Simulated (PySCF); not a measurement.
Cl₅Nb, charge -1, doublet, at a GFN2-xTB geometry (such geometries of metal compounds can be far from the true shape) (the multiplicity is a formal guess) (core potentials on Nb); BHANDHLYP/def2-SVP (PySCF).

Input for PySCF:
```python
from pyscf import gto, scf, dft

mol = gto.M(
    atom='''
Nb   -0.086054    0.018265    0.056237
Cl    1.860399   -0.394879   -1.215788
Cl    0.978582   -1.026299    2.000430
Cl   -1.129222    1.058273   -1.901985
Cl   -1.533659   -1.726720   -0.093998
Cl    0.031444    2.045572    1.075710
''',
    basis='def2-svp',
    ecp={'Nb': 'def2-svp'},
    charge=-1,
    spin=1,
    verbose=4,
)

mf = dft.UKS(mol)
mf.xc = 'bhandhlyp'
mf.kernel()
```

Output, abridged:

```
PySCF version 2.14.0

[INPUT] verbose = 4
[INPUT] num. atoms = 6
[INPUT] num. electrons = 99
[INPUT] charge = -1
[INPUT] spin (= nelec alpha-beta = 2S) = 1
[INPUT] symmetry False subgroup None
[INPUT] Mole.unit = angstrom
[INPUT] Symbol           X                Y                Z      unit          X                Y                Z       unit  Magmom
[INPUT]  1 Nb    -0.086054000000   0.018265000000   0.056237000000 AA   -0.162618491923   0.034515847665   0.106272528067 Bohr   0.0
[INPUT]  2 Cl     1.860399000000  -0.394879000000  -1.215788000000 AA    3.515644592415  -0.746213162342  -2.297506345533 Bohr   0.0
[INPUT]  3 Cl     0.978582000000  -1.026299000000   2.000430000000 AA    1.849251970429  -1.939424031915   3.780264831364 Bohr   0.0
[INPUT]  4 Cl    -1.129222000000   1.058273000000  -1.901985000000 AA   -2.133920313834   1.999846135022  -3.594230743031 Bohr   0.0
[INPUT]  5 Cl    -1.533659000000  -1.726720000000  -0.093998000000 AA   -2.898195478474  -3.263027893809  -0.177630476257 Bohr   0.0
[INPUT]  6 Cl     0.031444000000   2.045572000000   1.075710000000 AA    0.059420548261   3.865570848079   2.032797289456 Bohr   0.0

nuclear repulsion = 668.290517459259
number of shells = 51
number of NR pGTOs = 237
number of NR cGTOs = 121
basis = def2-svp
ecp = {'Nb': 'def2-svp'}

******** <class 'pyscf.dft.uks.UKS'> ********
method = UKS
initial guess = minao
damping factor = 0
level_shift factor = 0
DIIS = <class 'pyscf.scf.diis.CDIIS'>
diis_start_cycle = 1
diis_space = 8
diis_damp = 0
SCF conv_tol = 1e-09
SCF conv_tol_grad = None
SCF max_cycles = 50
direct_scf = True
direct_scf_tol = 1e-13
number electrons alpha = 50  beta = 49
XC library pyscf.dft.libxc version 7.1.2
    S. Lehtola, C. Steigemann, M. J. T. Oliveira, and M. A. L. Marques,  SoftwareX 7, 1–5 (2018)
XC functionals = bhandhlyp
    A. D. Becke,  J. Chem. Phys. 98, 1372 (1993)
    Defined through Gaussian implementation.
radial grids:
    Treutler-Ahlrichs [JCP 102, 346 (1995); DOI:10.1063/1.469408] (M4) radial grids

becke partition: Becke, JCP 88, 2547 (1988); DOI:10.1063/1.454033
pruning grids: <function nwchem_prune>
grids dens level: 3
symmetrized grids: False
atomic radii adjust function: <function treutler_atomic_radii_adjust>
small_rho_cutoff = 0
Set gradient conv threshold to 3.16228e-05
tot grids = 116840
init E= -2350.46264281189

cycle= 1 E= -2355.98217499436  delta_E= -5.52  |g|= 1.76  |ddm|=  3.2

cycle= 2 E= -2354.91297839414  delta_E= 1.07  |g|= 1.94  |ddm|= 8.77
cycle= 3 E= -2357.50151082214  delta_E= -2.59  |g|= 0.218  |ddm|= 8.41
cycle= 4 E= -2357.53150566133  delta_E= -0.03  |g|= 0.0482  |ddm|= 0.273
cycle= 5 E= -2357.53292165258  delta_E= -0.00142  |g|= 0.0161  |ddm|= 0.0768
cycle= 6 E= -2357.53310698804  delta_E= -0.000185  |g|= 0.00672  |ddm|= 0.0249
cycle= 7 E= -2357.53315189576  delta_E= -4.49e-05  |g|= 0.00115  |ddm|= 0.0147
cycle= 8 E= -2357.53315480474  delta_E= -2.91e-06  |g|= 0.000553  |ddm|= 0.00346
cycle= 9 E= -2357.53315530108  delta_E= -4.96e-07  |g|= 0.000243  |ddm|= 0.00144
cycle= 10 E= -2357.53315539559  delta_E= -9.45e-08  |g|= 7.31e-05  |ddm|= 0.000771
cycle= 11 E= -2357.53315540201  delta_E= -6.42e-09  |g|= 2.97e-05  |ddm|= 0.000162
cycle= 12 E= -2357.53315540331  delta_E= -1.3e-09  |g|= 1.68e-05  |ddm|= 8.79e-05
cycle= 13 E= -2357.53315540357  delta_E= -2.64e-10  |g|= 2.79e-06  |ddm|= 3.6e-05
Extra cycle  E= -2357.53315540359  delta_E= -1.82e-11  |g|= 2.29e-06  |ddm|= 6.8e-06
converged SCF energy = -2357.53315540359  <S^2> = 0.75407368  2S+1 = 2.0040695
```
